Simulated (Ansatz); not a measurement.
`C[N](C)[InH2]` → `[InH3]` + `C=NC` at 298.15 K and 1 bar (β-hydride elimination).

Isolated molecules relaxed with PBE0-D4/def2-TZVP in Ansatz; ΔE leaves out vibrations. CBS: MP2 limit from def2 TZ/QZ plus the TZ coupled-cluster correction, frozen cores. def2 core potentials past Kr. For In outer-core shells are correlated without core-valence functions, which leaves a few kJ/mol of doubt a bond.

```csv
species,CCSD(T)/CBS energy (Eh),H − E (kJ/mol),S (J/(mol·K))
`C[N](C)[InH2]`,-325.40049,265.8,338.3
`[InH3]`,-191.56739,54.8,229.0
`C=NC`,-133.77870,191.7,260.0
```

H − E and S are ideal-gas, rigid-rotor, harmonic terms from PBE0-D4/def2-TZVP. 1 Eh = 2625.50 kJ/mol, R = 8.31446 J/(mol·K).

Problem. By hand: ΔE, ΔH, ΔS and ΔG.

Solution. ΔE = (-191.56739) + (-133.77870) − (-325.40049) = 0.05440 Eh = 142.8 kJ/mol. Δ(H − E) = 54.8 + 191.7 − 265.8 = -19.3, so ΔH = 123.5 kJ/mol. ΔS = 229.0 + 260.0 − 338.3 = 150.7 J/(mol·K). ΔG = 123.5 − 298.15 × (150.7)/1000 = 78.6 kJ/mol.

Problem. By hand: the equilibrium constant, and the temperature at which ΔG would vanish if ΔH and ΔS stayed fixed.

Solution. log₁₀ K = −ΔG/(RT ln 10) = -13.8. ΔG = 0 at ΔH/ΔS = 820 K.

The number of gas molecules changes by +1, which sets the sign of ΔS. A doubt of 5 kJ/mol in ΔE shifts log₁₀ K by 0.9 here. These are equilibria of isolated gas molecules and say nothing of rates. Largest T1 diagnostic: 0.017 (customary marks: 0.02 for closed shells, 0.045 for open ones).
